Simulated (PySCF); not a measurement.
SnH3, SMILES [SnH3], multiplicity 2.

The structure is a stationary point at PBE0-D3(BJ)/def2-TZVPD. The spin state was assumed, not searched. The isomer is the one that the SMILES or the coordinates give; other isomers of the formula were not compared. The def2 effective core potentials stand for the cores of Sn; spin–orbit coupling is left out.

All values below come from TDA-PBE0/def2-TZVPD (PySCF).

Vertical excitations; the highest root listed may be one member of a degenerate set. Gas-phase values at a fixed geometry.

```csv
state,energy (eV),λ (nm),f,main pairs
root 1,4.31,288,0.005,β HOMO−1→LUMO (degenerate set)
root 2,4.31,288,0.005,β HOMO→LUMO (degenerate set)
root 3,4.63,268,0.029,α HOMO→LUMO 97 %
root 4,5.05,245,0.051,α HOMO→LUMO+1 (degenerate set)
root 5,5.05,245,0.051,α HOMO→LUMO+2 (degenerate set)
root 6,5.77,215,0.196,α HOMO→LUMO+3 96 %
root 7,6.49,191,0.058,α HOMO→LUMO+5 (degenerate set)
root 8,6.49,191,0.058,α HOMO→LUMO+4 (degenerate set)
root 9,6.96,178,0.008,"α HOMO→LUMO+6, β HOMO→LUMO+1 (degenerate set)"
root 10,6.96,178,0.008,"α HOMO→LUMO+7, β HOMO−1→LUMO+1 (degenerate set)"
```
Unrestricted roots are not spin-pure.
